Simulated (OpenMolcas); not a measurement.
## Co2+: effect of the basis set

```yaml
Program: OpenMolcas
Method: "MS-CASPT2, IPEA 0.25 Eh, imaginary shift 0.1 Eh (closed shells correlated: 3s 3p)"
Active_space: 7 electrons in 6 orbitals (3d 4s)
State_averaging: 2S+1 = 4 even, 50 roots; 2S+1 = 6 even, 5 roots kept (CI in the orbitals of an earlier block); 2S+1 = 2 even, 110 roots kept (CI in the orbitals of an earlier block)
Spin-orbit_coupling: RASSI with atomic mean-field integrals over the reference wave functions, term energies averaged over their components
```

A. ANO-RCC-VTZP [6s5p3d2f1g], DKH2, point nucleus; CASPT2 step about 40 core-seconds
B. ANO-R2 [7s5p4d2f1g], X2C, finite nucleus; CASPT2 step of the order of 50 core-seconds
C. ANO-RCC-VQZP [7s6p4d3f2g1h], DKH2, point nucleus; CASPT2 step roughly 100 core-seconds
D. ANO-R3 [8s5p5d3f2g1h], X2C, finite nucleus; CASPT2 step about 110 core-seconds

Energies in cm-1 above 3d7 4F 9/2, the measured ground level; measured values from Sugar and Corliss, J. Phys. Chem. Ref. Data 10, 1097 (1981).

```json
{"Level": "3d7 4F 9/2", "A": "0.0", "B": "0.0", "C": "0.0", "D": "0.0", "Measured": "0.0"}
{"Level": "3d7 4F 7/2", "A": "936", "B": "894", "C": "890", "D": "901", "Measured": "841"}
{"Level": "3d7 4F 5/2", "A": "1615", "B": "1545", "C": "1538", "D": "1555", "Measured": "1451"}
{"Level": "3d7 4F 3/2", "A": "2080", "B": "1989", "C": "1980", "D": "2000", "Measured": "1867"}
{"Level": "3d7 4P 5/2", "A": "15210", "B": "15300", "C": "15190", "D": "15120", "Measured": "15202"}
{"Level": "3d7 4P 3/2", "A": "15400", "B": "15500", "C": "15370", "D": "15300", "Measured": "15428"}
{"Level": "3d7 4P 1/2", "A": "15910", "B": "15980", "C": "15860", "D": "15800", "Measured": "15811"}
{"Level": "3d7 2G 9/2", "A": "16640", "B": "16730", "C": "16380", "D": "16260", "Measured": "16978"}
{"Level": "3d7 2G 7/2", "A": "17530", "B": "17580", "C": "17230", "D": "17120", "Measured": "17766"}
{"Level": "3d7 2P 3/2", "A": "19460", "B": "19500", "C": "19250", "D": "19130", "Measured": "20195"}
{"Level": "3d7 2P 1/2", "A": "20220", "B": "20220", "C": "19950", "D": "19840", "Measured": ""}
{"Level": "3d7 2D 5/2(1)", "A": "22690", "B": "22770", "C": "22510", "D": "22340", "Measured": "23059"}
{"Level": "3d7 2H 11/2", "A": "22700", "B": "22950", "C": "22530", "D": "22330", "Measured": "22720"}
{"Level": "3d7 2H 9/2", "A": "23500", "B": "23710", "C": "23280", "D": "23100", "Measured": "23434"}
{"Level": "3d7 2D 3/2(1)", "A": "23990", "B": "23990", "C": "23730", "D": "23580", "Measured": "24237"}
{"Level": "3d7 2F 5/2", "A": "36240", "B": "36500", "C": "36220", "D": "35990", "Measured": "37021"}
{"Level": "3d7 2F 7/2", "A": "36650", "B": "36890", "C": "36600", "D": "36370", "Measured": "37316"}
{"Level": "3d6 4s 6D 9/2", "A": "46720", "B": "41900", "C": "44000", "D": "42840", "Measured": "46438"}
{"Level": "3d6 4s 6D 7/2", "A": "47270", "B": "42430", "C": "44530", "D": "43370", "Measured": "47003"}
{"Level": "3d6 4s 6D 5/2", "A": "47680", "B": "42820", "C": "44920", "D": "43770", "Measured": "47415"}
{"Level": "3d6 4s 6D 3/2", "A": "47970", "B": "43100", "C": "45190", "D": "44040", "Measured": "47699"}
{"Level": "3d6 4s 6D 1/2", "A": "48140", "B": "43260", "C": "45350", "D": "44200", "Measured": "47865"}
{"Level": "3d6 4s 4D 7/2(1)", "A": "54450", "B": "50750", "C": "52200", "D": "51550", "Measured": ""}
{"Level": "3d6 4s 4D 5/2(1)", "A": "55090", "B": "51370", "C": "52820", "D": "52170", "Measured": "56374"}
```

Deviations, from unrounded energies. A percentage is the sum of absolute deviations over the sum of measured energies, with the sign that they share, or ± where signs differ.

```csv
Against measurement,Levels,A,B,C,D
mean absolute deviation (cm-1),21,320,1500,1000,1400
fine structure of the ground term (%),3,+11.3,+6.5,+6.0,+7.2
other terms of the ground configuration (%),12,±1.3,±1.3,±1.9,-2.5
other configurations (%),6,±0.9,-9.5,-5.5,-7.7
```

A lies closest to measurement on these levels and B furthest from it. The largest miss of A in the table is 3d6 4s 4D 5/2(1), by -1300 cm-1. The ranking rests on the paired levels alone, and a cruder setting can come out closer through cancelling errors.

Among A to D the level of the table that moves most is 3d6 4s 6D 1/2, by 4900 cm-1 (lowest in B, highest in A). Moves below CASPT2's spread within the term are not significant.

CASPT2 breaks the degeneracy within a term, and the mean is taken; among the terms shown or strongly mixed into the levels shown the widest spread is 2200 cm-1 (3d7 4F, D). Blocks of more than 70 roots (2S+1 = 2 even) ran without multistate coupling. Terms from blocks run as CI alone lack orbitals of their own. A single d shell beside an s shell can misplace configurations of different d count against each other. The CASPT2 spread within a term exceeds the gap to the next term for 3d7 2H and 3d7 2D(1), so the order of their levels is uncertain (figures for A; the like holds for B, C, D). Measured partners are found by configuration, term and J. A level has none where our copy of the source lacks it or the pairing is in doubt (some pairs that miss far off the trend of their configuration count as doubtful), and it then counts in no deviation. Levels of configurations outside the active space are missing. Levels that lie high or do not pair safely by name in every column are left out.

A number in round brackets counts repeated terms of one configuration in the order of the reference energies.
